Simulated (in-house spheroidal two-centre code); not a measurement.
Computed with a spheroidal two-centre code. Model: one electron and two fixed point charges, non-relativistic, separated in prolate spheroidal coordinates (energies exact to about nine digits).

With r1 and r2 the distances to the charges and R their separation, ξ = (r1 + r2)/R and η = (r1 − r2)/R; m is the angular momentum about the axis. The force apart is −d(total energy)/dR, and minima and barriers are those of the total energy. The separation constant A is the eigenvalue of −d/dη(1−η²)d/dη + m²/(1−η²) − p²η² − R(Z2−Z1)η, with p² = −E R²/2 and E the electronic energy.

Command:
```bash
python run_two.py task.json out
```
Settings:
```
Z1                     1
Z2                     1
xi_nodes               0
eta_nodes              2
m                      0
```

Time taken, with all properties: 0.9 s on 1 thread of Intel(R) Xeon(R) Processor @ 2.30GHz, with other jobs on the host.

**Energy curve, total energy includes the repulsion of the charges.**

Given: first charge 1; second charge 1; united atom label 3d sigma g; nodes in ξ 0; nodes in η 2.

Computed: united atom energy -0.22222 hartree; innermost minimum distance 8.8342 bohr; innermost minimum total energy -0.17505 hartree.

```tsv
distance (bohr)	electronic energy (hartree)	total energy (hartree)	kinetic energy (hartree)	force apart (hartree/bohr)
0.774	-0.223962869	1.06802679	0.22755	1.6739
1.39	-0.228204471	0.49121999	0.24124	0.52695
2.49	-0.24495378	0.156652646	0.29911	0.18304
4.48	-0.297134704	-0.0739204179	0.39023	0.070605
7.5	-0.30394736	-0.170614027	0.22859	0.0077306
10.5	-0.266720965	-0.17148287	0.13393	-0.0035767
13.5	-0.232773685	-0.158699611	0.10008	-0.0043424
16.5	?	?	?	?
19.5	-0.190085401	-0.138803349	0.096604	-0.0021641
22.5	-0.178227594	-0.133783149	0.10582	-0.0012429
25.5	-0.17018912	-0.130973433	0.11346	-0.0006868
28.5	-0.164479898	-0.129392179	0.11798	-0.00040053
31.5	-0.160175673	-0.128429641	0.12034	-0.00025694
34.5	-0.156771137	-0.12778563	0.12159	-0.00017963
42.3	-0.150437545	-0.126796883	0.12301	-8.9409e-05
58.6	-0.142978076	-0.125913229	0.12403	-3.2057e-05
81.1	?	?	?	?
112	-0.134172648	-0.125244077	0.12475	-4.409e-06
```

Question: What belongs in the row 16.5?

Answer: electronic energy (hartree): -0.207638635; total energy (hartree): -0.147032574; kinetic energy (hartree): 0.091905; force apart (hartree/bohr): -0.0033411.

Question: What belongs in the row 81.1?

Answer: electronic energy (hartree): -0.137800304; total energy (hartree): -0.125469848; kinetic energy (hartree): 0.12451; force apart (hartree/bohr): -1.1792e-05.

Question: What is the innermost minimum curvature?

Answer: 0.0036477 hartree/bohr².

**Where the electron sits, z along the axis from the midpoint, the separation constant A tends to l(l+1) at zero distance; at short distance the term in R(Z2−Z1)η can raise or lower it, and at long distance it falls (p² = -ER²/2).**

```json
{"distance (bohr)": "0.24", "mean z squared (bohr²)": "16.468", "mean squared distance from axis (bohr²)": "14.976", "separation constant": "5.9966"}
{"distance (bohr)": "0.431", "mean z squared (bohr²)": "16.396", "mean squared distance from axis (bohr²)": "14.922", "separation constant": "5.9892"}
{"distance (bohr)": "0.774", "mean z squared (bohr²)": "16.16", "mean squared distance from axis (bohr²)": "14.744", "separation constant": "5.9649"}
{"distance (bohr)": "1.39", "mean z squared (bohr²)": "15.359", "mean squared distance from axis (bohr²)": "14.132", "separation constant": "5.885"}
{"distance (bohr)": "2.49", "mean z squared (bohr²)": "12.624", "mean squared distance from axis (bohr²)": "11.966", "separation constant": "5.6083"}
{"distance (bohr)": "4.48", "mean z squared (bohr²)": "7.5904", "mean squared distance from axis (bohr²)": "8.2408", "separation constant": "4.5393"}
{"distance (bohr)": "7.5", "mean z squared (bohr²)": "?", "mean squared distance from axis (bohr²)": "?", "separation constant": "?"}
{"distance (bohr)": "10.5", "mean z squared (bohr²)": "8.0994", "mean squared distance from axis (bohr²)": "12.193", "separation constant": "0.58216"}
{"distance (bohr)": "13.5", "mean z squared (bohr²)": "?", "mean squared distance from axis (bohr²)": "?", "separation constant": "?"}
{"distance (bohr)": "16.5", "mean z squared (bohr²)": "23.418", "mean squared distance from axis (bohr²)": "17.293", "separation constant": "-3.5634"}
{"distance (bohr)": "19.5", "mean z squared (bohr²)": "40.054", "mean squared distance from axis (bohr²)": "18.64", "separation constant": "-6.6872"}
{"distance (bohr)": "22.5", "mean z squared (bohr²)": "63.805", "mean squared distance from axis (bohr²)": "19.13", "separation constant": "-10.97"}
{"distance (bohr)": "25.5", "mean z squared (bohr²)": "93.116", "mean squared distance from axis (bohr²)": "19.215", "separation constant": "-16.563"}
{"distance (bohr)": "28.5", "mean z squared (bohr²)": "126.57", "mean squared distance from axis (bohr²)": "19.233", "separation constant": "-23.451"}
{"distance (bohr)": "31.5", "mean z squared (bohr²)": "163.85", "mean squared distance from axis (bohr²)": "19.274", "separation constant": "-31.566"}
{"distance (bohr)": "34.5", "mean z squared (bohr²)": "205.16", "mean squared distance from axis (bohr²)": "19.333", "separation constant": "-40.859"}
{"distance (bohr)": "42.3", "mean z squared (bohr²)": "332.62", "mean squared distance from axis (bohr²)": "19.482", "separation constant": "-70.382"}
{"distance (bohr)": "58.6", "mean z squared (bohr²)": "695.97", "mean squared distance from axis (bohr²)": "19.661", "separation constant": "-156.76"}
{"distance (bohr)": "81.1", "mean z squared (bohr²)": "1415", "mean squared distance from axis (bohr²)": "19.772", "separation constant": "-330.64"}
{"distance (bohr)": "112", "mean z squared (bohr²)": "2814.6", "mean squared distance from axis (bohr²)": "19.842", "separation constant": "-672.62"}
```

Question: What belongs in the row 7.5?

Answer: mean z squared (bohr²): 6.1374; mean squared distance from axis (bohr²): 9.3485; separation constant: 2.3971.

Question: What belongs in the row 13.5?

Answer: mean z squared (bohr²): 13.405; mean squared distance from axis (bohr²): 15.022; separation constant: -1.268.
